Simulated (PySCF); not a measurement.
Sn(Cl)(SH) (ClHSSn), SMILES [SH][Sn][Cl] (connectivity only; charge and spin as stated), neutral, multiplicity 1.

Coordinates come from a PBE0-D3(BJ)/def2-TZVP optimisation. The def2 effective core potentials stand for the cores of Sn; spin–orbit coupling is left out. One conformer was computed; it need not be the lowest.

Computed with IEF-PCM-ωB97X/def2-SVP run with PySCF.

The values are the electrostatic part of the solvation free energy, E(continuum) − E(gas) at the gas-phase geometry, in a cavity of scaled van der Waals radii (PySCF's table); cavitation and dispersion terms are not included. A continuum can't describe solvent molecules that bind to the metal. In vacuum the orbital gap is 8.51 eV. The dipole moment in vacuum is 3.71 D.

Computed values in water (ε = 78.36), dimethylsulfoxide (ε = 46.83), ethanol (ε = 24.85):
```json
[
 {"solvent": "water", "ε": "78.36", "ΔG(elec) (kcal/mol)": "-6.3", "dipole (D)": "5.14", "gap (eV)": "8.72"},
 {"solvent": "dimethylsulfoxide", "ε": "46.83", "ΔG(elec) (kcal/mol)": "-6.2", "dipole (D)": "5.12", "gap (eV)": "8.72"},
 {"solvent": "ethanol", "ε": "24.85", "ΔG(elec) (kcal/mol)": "-6.0", "dipole (D)": "5.07", "gap (eV)": "8.71"}
]
```
